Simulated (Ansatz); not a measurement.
Total energies of C5H10Br2, SMILES `CC(Br)C(C)(C)Br`.

Z-matrix (Å, degrees):
```
C
C 1 1.510
H 1 1.092 2 109.9
H 1 1.090 2 110.0 3 119.5
H 1 1.090 2 111.5 3 -120.8
Br 2 1.979 1 107.3 3 -179.6
C 2 1.530 1 116.8 3 57.5
H 2 1.089 1 111.1 3 -67.7
C 7 1.515 2 112.8 1 180.0
C 7 1.512 2 114.2 1 50.8
Br 7 1.999 2 104.2 1 -66.1
H 9 1.091 7 111.4 2 49.4
H 9 1.090 7 110.2 2 169.9
H 9 1.092 7 109.5 2 -70.6
H 10 1.089 7 112.1 2 -58.3
H 10 1.094 7 109.0 2 62.1
H 10 1.090 7 110.2 2 -179.0
```

Charge 0, multiplicity 1. Correlated methods include outer-core shells of Br, which these sets cover unevenly. Scalar relativity is left out up to krypton. Geometry: relaxed with PBE0-D4/def2-TZVP. It is one conformer, not always the lowest. Basis def2-TZVPP, Ansatz 0.2.0.

RPA on PBE orbitals: Hartree–Fock energy of these orbitals -5339.99398 Eh, correlation -2.28586 Eh (frozen core).

| functional | kind | energy without D4 (Eh) | D4 term (kJ/mol) |
| --- | --- | --- | --- |
| LDA (SPW92) | LDA | -5335.98447 | – |
| PBE | GGA | -5343.90086 | -51.0 |
| revPBE | GGA | -5344.44118 | -151.2 |
| BLYP | GGA | -5344.87643 | -111.2 |
| r2SCAN | meta-GGA | -5344.80444 | -13.1 |
| B97M-V | meta-GGA with VV10 | -5344.04220 | – |
| PBE0 | global hybrid, 25 % exact exchange | -5344.11659 | -43.7 |
| B3LYP | global hybrid, 20 % | -5345.01431 | -82.1 |
| r2SCANh | meta-GGA hybrid, 10 % | -5344.79680 | -13.9 |
| r2SCAN0 | meta-GGA hybrid, 25 % | -5344.78720 | -15.4 |
| HSE06 (plane-wave form) | screened hybrid | -5344.11311 | -40.8 |
| BHLYP | global hybrid, 50 % | -5344.80443 | -62.1 |
| CAM-B3LYP | range-separated hybrid | -5345.08514 | -44.6 |
| LC-ωPBE | long-range corrected hybrid | -5344.12352 | – |
| ωB97X-V | range-separated hybrid GGA with VV10 | -5344.43638 | – |
| ωB97M-V | range-separated hybrid meta-GGA with VV10 | -5344.56131 | – |
| B2PLYP | double hybrid | -5343.99869 | – |
| PBE-QIDH | double hybrid | -5343.48055 | – |

B3LYP takes the VWN-RPA correlation (the form of Gaussian; ORCA's B3LYP/G). HSE06 is the plane-wave form, built on full-range PBE exchange. The double hybrids freeze the cores in their second-order part.

LC-ωPBE has ω = 0.4 bohr⁻¹.
